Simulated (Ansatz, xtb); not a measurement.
C5H2FNSe: which of two isomers lies lower

We compare a, `N#Cc1[se]ccc1F`, a singlet, with b, `N#Cc1cc(F)c[se]1`, a singlet. Both are isolated molecules in the gas phase, relaxed with PBE0-D3(BJ)/def2-SVP.

**Question.** Estimate E(b) − E(a) at the level CCSD(T)/def2-SVP + ΔMP2/def2-TZVPP.

**Answer.** CCSD(T)/def2-SVP + ΔMP2/def2-TZVPP gives E(b) − E(a) = −0.33 kJ/mol, slightly favouring structure b, which is too small a margin to settle the true order.

The same difference at several levels:

| level | geometry | E(b) − E(a) (kJ/mol) | departure from the last row (kJ/mol) | job, with rough time for the two |
| --- | --- | --- | --- | --- |
| GFN2-xTB | GFN2-xTB | −3.31 | −2.98 | optimisation, 0.19 s |
| HF/STO-3G | GFN2-xTB | +6.35 | +6.68 | single point, 0.99 s |
| r2SCAN-D4/def2-SVP | GFN2-xTB | +2.62 | +2.95 | single point, 9.6 s |
| PBE0-D3(BJ)/def2-SVP | PBE0-D3(BJ)/def2-SVP | +2.29 | +2.62 | optimisation, 63 s |
| HF/def2-SVP | PBE0-D3(BJ)/def2-SVP | +3.67 | +4.00 | part of the CCSD(T) run |
| MP2/def2-SVP | PBE0-D3(BJ)/def2-SVP | +0.60 | +0.93 | part of the CCSD(T) run |
| CCSD(T)/def2-SVP | PBE0-D3(BJ)/def2-SVP | +1.93 | +2.26 | single point |
| CCSD(T)/def2-SVP + ΔMP2/def2-TZVPP | PBE0-D3(BJ)/def2-SVP | −0.33 |  | single point, 3.6 min |

As drawn, both hold the same kinds of bond in the same numbers.

The largest departure from CCSD(T)/def2-SVP + ΔMP2/def2-TZVPP is that of HF/STO-3G, 6.68 kJ/mol. The last row adds to CCSD(T) the change of the MP2 difference between the two basis sets, here −2.26 kJ/mol.

With thermal terms from frequencies at re-optimised GFN2-xTB minima (ideal gas, soft modes damped towards free rotors, one conformer each, 298.15 K, 1 atm): the zero-point term adds −0.30 kJ/mol; ΔH is −0.64 and ΔG −0.65 kJ/mol.

The correlated steps freeze 16 core orbitals; the filled d shell of Se is correlated, in a basis made for valence electrons. Codes used: Ansatz 0.2.0, xtb 6.7.1; the last row on 2 threads of Arm Neoverse V1 on a shared host.
